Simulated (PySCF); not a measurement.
Dissociation curve of NaI, singlet.

Levels of theory: UHF/def2-SVP, def2 effective core potentials past Kr (PySCF); RHF/def2-SVP, def2 effective core potentials past Kr (PySCF); UKS-BHandHLYP = unrestricted BHandHLYP/def2-SVP, def2 effective core potentials past Kr run with PySCF; RKS-BHandHLYP = restricted BHandHLYP/def2-SVP, def2 effective core potentials past Kr in PySCF; UKS-PBE0 = unrestricted PBE0/def2-SVP, def2 effective core potentials past Kr (PySCF); RKS-PBE0 = restricted PBE0/def2-SVP, def2 effective core potentials past Kr in PySCF 2.14.0; UKS-PBE = unrestricted PBE/def2-SVP, def2 effective core potentials past Kr (PySCF 2.14.0); RKS-PBE = PySCF 2.14.0 with restricted PBE/def2-SVP, def2 effective core potentials past Kr.

Scanned distances (Å): 2.04, 2.16, 2.31, 2.45, 2.58, 2.63, 2.71, 2.78, 2.89, 2.98, 3.15, 3.34, 3.69, 4.04, 4.44, 4.88, 5.47, 5.91, 6.63, 7.34, 8.13.

Q: Where does the unrestricted solution first break spin symmetry (<S²> of 0.01 or more)?

A: UHF: between 4.88 and 5.47 Å; UKS-BHandHLYP: between 4.44 and 4.88 Å; UKS-PBE0: between 4.44 and 4.88 Å; UKS-PBE: between 4.44 and 4.88 Å.

| R / Å | <S²> UHF | E(RHF) − E(UHF) / kcal/mol | <S²> UKS-BHandHLYP | E(RKS-BHandHLYP) − E(UKS-BHandHLYP) / kcal/mol | <S²> UKS-PBE0 | E(RKS-PBE0) − E(UKS-PBE0) / kcal/mol | <S²> UKS-PBE | E(RKS-PBE) − E(UKS-PBE) / kcal/mol |
|---|---|---|---|---|---|---|---|---|
| 2.04 | 0.00 | 0.0 | 0.00 | 0.0 | 0.00 | 0.0 | 0.00 | 0.0 |
| 2.16 | 0.00 | 0.0 | 0.00 | 0.0 | 0.00 | 0.0 | 0.00 | 0.0 |
| 2.31 | 0.00 | 0.0 | 0.00 | 0.0 | 0.00 | 0.0 | 0.00 | 0.0 |
| 2.45 | 0.00 | 0.0 | 0.00 | 0.0 | 0.00 | 0.0 | 0.00 | 0.0 |
| 2.58 | 0.00 | 0.0 | 0.00 | 0.0 | 0.00 | 0.0 | 0.00 | 0.0 |
| 2.63 | 0.00 | 0.0 | 0.00 | 0.0 | 0.00 | 0.0 | 0.00 | 0.0 |
| 2.71 | 0.00 | 0.0 | 0.00 | 0.0 | 0.00 | 0.0 | 0.00 | 0.0 |
| 2.78 | 0.00 | 0.0 | 0.00 | 0.0 | 0.00 | 0.0 | 0.00 | 0.0 |
| 2.89 | 0.00 | 0.0 | 0.00 | 0.0 | 0.00 | 0.0 | 0.00 | 0.0 |
| 2.98 | 0.00 | 0.0 | 0.00 | 0.0 | 0.00 | 0.0 | 0.00 | 0.0 |
| 3.15 | 0.00 | 0.0 | 0.00 | 0.0 | 0.00 | 0.0 | 0.00 | 0.0 |
| 3.34 | 0.00 | 0.0 | 0.00 | 0.0 | 0.00 | 0.0 | 0.00 | 0.0 |
| 3.69 | 0.00 | 0.0 | 0.00 | 0.0 | 0.00 | 0.0 | 0.00 | 0.0 |
| 4.04 | 0.00 | 0.0 | 0.00 | 0.0 | 0.00 | 0.0 | 0.00 | 0.0 |
| 4.44 | 0.00 | 0.0 | 0.00 | 0.0 | 0.00 | 0.0 | 0.00 | 0.0 |
| 4.88 | 0.00 | 0.0 | 0.10 | 0.1 | 0.18 | 0.4 | 0.18 | 0.3 |
| 5.47 | 0.90 | 1.5 | 0.35 | 1.6 | 0.35 | 2.0 | 0.36 | — |
| 5.91 | 0.98 | 6.6 | 0.45 | 3.1 | 0.43 | 3.2 | 0.44 | — |
| 6.63 | 1.00 | 13.7 | 0.55 | 5.4 | 0.51 | 4.9 | 0.52 | — |
| 7.34 | 1.00 | 19.2 | 0.61 | 7.2 | 0.55 | 6.2 | 0.55 | — |
| 8.13 | 1.01 | 23.8 | 0.66 | 8.8 | 0.59 | 7.2 | 0.58 | — |

A dash means that the run gave no value there, or that the column was ended at a point which the program doubted or which failed a test of continuity chosen for this set; such a test can also cut sound points.
